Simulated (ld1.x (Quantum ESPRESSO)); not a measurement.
Ranking TM potentials for magnesium

All share these settings but for the change named:

```json
{
 "Element": "magnesium",
 "Generator": "ld1.x (Quantum ESPRESSO) 7.5",
 "Type": "norm-conserving Troullier–Martins (Kleinman–Bylander form)",
 "Functional": "PBEsol",
 "Relativity": "scalar-relativistic",
 "Frozen core": "[Ne]",
 "Valence charge": "2",
 "Reference configuration": "3s1.75 3p0.25",
 "Partial waves": "3s (bound): rc 2.20 bohr; 3p (bound): rc 3.85 bohr",
 "Local potential": "the p channel",
 "Core correction": "none"
}
```

Cutoff: the first of the cutoffs (Ry, on a coarse ladder) from which the occupation-weighted sum of valence levels, in a spherical-Bessel basis at the reference potential, stays within 10 and 1 mRy of its value at 400 Ry; the density cutoff is not measured.

The base gives 6 Ry.

Of 11 variants that were run, those that failed, showed a ghost or another fault, or gave nearly equal values are left out.

A variant can come out equal or close to the base.

Problem. Rank these variants from softest to hardest (loose cutoff).
A. functional PW91
B. functional LDA (PZ)
C. core [He] 2s2, valence charge 8; reference 2p6 3s1.5 3p0; waves now 2p (bound): rc 0.75 bohr; 3s (bound): rc 2.15 bohr; local potential the s channel; core correction Bessel-smoothed model core inside 0.50 bohr

Solution. A (6 Ry), B (8 Ry), C (260 Ry).
